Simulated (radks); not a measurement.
Question: Neutral beryllium, [He] 2s2. Method: non-relativistic Kohn-Sham, exchange-only B88, spin-polarised, spherical densities, point nucleus; computed with a radial shooting solver on a logarithmic mesh with Libxc functionals. Every spin shell is full or empty, so the densities are truly spherical. Functionals are evaluated on that one density, not self-consistently. Rank these exchange functionals by their error against the exact value of the orbitals, and give that value: LDA, PBEsol, revPBE, OPTX, WC, AM05, APBE, r2SCAN, Tao-Mo, TASK, MVS.

Answer: Exact: -2.65577 hartree. From best to worst, with 100 (|E| - |E exact|)/|E exact| (equal figures are ties): OPTX +0.06, r2SCAN -0.22, MVS -0.32, revPBE +0.33, APBE +0.63, Tao-Mo +0.65, TASK -2.05, WC -3.07, PBEsol -5.37, AM05 -10.32, LDA -13.15.
